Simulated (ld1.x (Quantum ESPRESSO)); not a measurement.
**Reading a pseudo-wave (Si (Z = 14))**

Columns: radius, all-electron u(r) and pseudo u(r) of the 3s shell (level -10.84 eV) of silicon in the configuration [Ne] 3s2 3p2; LDA (PZ), non-relativistic, ultrasoft scheme, ld1.x (Quantum ESPRESSO) 7.5.

| r (bohr) | all-electron | pseudo |
| --- | --- | --- |
| 0.120 | 0.0797 | 0.0645 |
| 0.240 | -0.2160 | 0.1291 |
| 0.360 | -0.3415 | 0.1940 |
| 0.480 | -0.3027 | 0.2590 |
| 0.600 | -0.1722 | 0.3238 |
| 0.720 | -0.0059 | 0.3879 |
| 0.840 | 0.1625 | 0.4504 |
| 0.960 | 0.3152 | 0.5100 |
| 1.080 | 0.4441 | 0.5656 |
| 1.200 | 0.5471 | 0.6156 |
| 1.320 | 0.6249 | 0.6587 |
| 1.440 | 0.6797 | 0.6933 |
| 1.560 | 0.7146 | 0.7184 |
| 1.680 | 0.7325 | 0.7329 |
| 1.800 | 0.7365 | 0.7365 |
| 1.920 | 0.7292 | 0.7292 |
| 2.040 | 0.7131 | 0.7131 |
| 2.160 | 0.6904 | 0.6904 |
| 2.280 | 0.6629 | 0.6629 |
| 2.400 | 0.6320 | 0.6320 |
| 2.520 | 0.5989 | 0.5989 |
| 2.640 | 0.5647 | 0.5647 |
| 2.760 | 0.5301 | 0.5301 |
| 2.880 | 0.4957 | 0.4957 |
| 3.000 | 0.4620 | 0.4620 |
| 3.120 | 0.4294 | 0.4294 |

**Question.** How many radial nodes do the two functions have?

**Answer.** The all-electron 3s function has n − l − 1 = 2; the pseudo-wave has 0, since the states of the same l below it are removed with the core.

**Question.** At about which radius was the pseudo-wave matched?

**Answer.** 1.80 bohr. The columns agree to 0.0005 from 1.68 bohr on; several derivatives are matched, so the curves merge somewhat inside the radius.

**Question.** Where does each function peak?

**Answer.** Outermost all-electron maximum near 1.80 bohr, pseudo maximum near 1.80 bohr (to the table’s step).

**Question.** Is the pseudo-wave norm-conserving?

**Answer.** No, it belongs to an ultrasoft set: the norm inside the radius is not constrained, and the difference is carried by the augmentation charge.
